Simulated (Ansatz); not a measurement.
Species: CNO, net charge -1, singlet state. 
Structure (B3LYP-D3(BJ)/def2-TZVP (Ansatz, an electronic-structure program) minimum search):
```
C
N 1 1.1864
O 1 1.2258 2 180.00
```
Charge -1, spin multiplicity 1.

Basis-set convergence of Hartree-Fock and CCSD(T) correlation energies (hartree) with Ansatz. Valence correlation only, unless marked. No spin-orbit coupling. Non-relativistic.

```csv
basis,functions,E(HF),"E(corr, CCSD(T))"
aug-cc-pVDZ,69,-167.23652,-0.51674
aug-cc-pVTZ,138,-167.27401,-0.61917
aug-cc-pVQZ,240,-167.28421,-0.65203
```

Extrapolating the two largest sets (X = 3 and 4) as X^-3: E(corr) = (64·(-0.65203) - 27·(-0.61917))/37 = -0.6760 Eh, an estimate of the basis-set limit. The largest set recovers 96.5 % of it, the smallest 76.4 %.
